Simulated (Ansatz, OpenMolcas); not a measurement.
**Predicting a hybrid from its neighbours: AlCl2F**

AlCl2F has 4 atoms, charge 0, and is taken as a singlet. As SMILES, `[F][Al]([Cl])[Cl]`. The shape is that of a PBE0-D4/def2-TZVP optimisation.

The HOMO–LUMO gap y, in eV, basis def2-SVPD; a is the functional's share of exact exchange. Programs: Ansatz 0.2.0, OpenMolcas 26.06.

```
functional     program     a  y (eV)
      TPSS  OpenMolcas     0    6.28
    revPBE      Ansatz     0    6.00
     B3LYP      Ansatz   0.2    7.59
      PBE0      Ansatz  0.25       ?
   r2SCAN0      Ansatz  0.25    8.75
     BHLYP      Ansatz   0.5   10.12
```

Task: Fit y = c + s·a to the known rows and predict PBE0.

Result: 
1. Means of the 5 rows: a = 0.1900, y = 7.748.
2. Σ(Δa)² = 0.172, Σ(Δa·Δy) = 1.4049, so the slope is 1.4049/0.172 = 8.168.
3. Intercept: 7.748 − (8.168) × 0.1900 = 6.196. The largest residual of the fit is 0.51.
4. PBE0: 6.196 + (8.168) × 0.25 = 8.24 eV.

The run gave 8.19 eV, so the prediction is off by +0.05 eV, within the scatter of the fit. Exact exchange lowers occupied levels and raises empty ones.
